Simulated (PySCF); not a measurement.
## How methods differ on the excitation energy of Sb

Sb [Kr] 4d10 5s2 5p3 (4S) → Sb [Kr] 4d10 5s1 5p3 6s1 (6S), as a difference of total energies. All numbers are calculated (PySCF 2.14, the non-relativistic Hamiltonian (point nucleus), in dyall-av2z). Correlated levels: valence: [Kr] 4d10 frozen; virtual orbitals above 40 to 60 times the deepest correlated orbital energy dropped. The calculations carry no spin-orbit coupling.

```tsv
method	excitation energy (eV)
UHF	9.009
MP2 (valence)	9.855
SCS-MP2 (valence)	10.183
CCSD (valence)	10.036
CCSD(T) (valence)	10.062
```

Q: How much does correlation contribute at CCSD(T) (valence)?

A: 10.062 − (9.009) = 1.053 eV, measured against UHF.

The upper state lies above the first ionisation limit, but in LS coupling its spin forbids autoionisation to the ground ion; at this Z spin-orbit coupling breaks that rule. A Rydberg-like electron needs more diffuse functions than a valence basis has.

The promoted electron is Rydberg-like, and one or two diffuse shells describe it only roughly, which tends to raise the upper state.
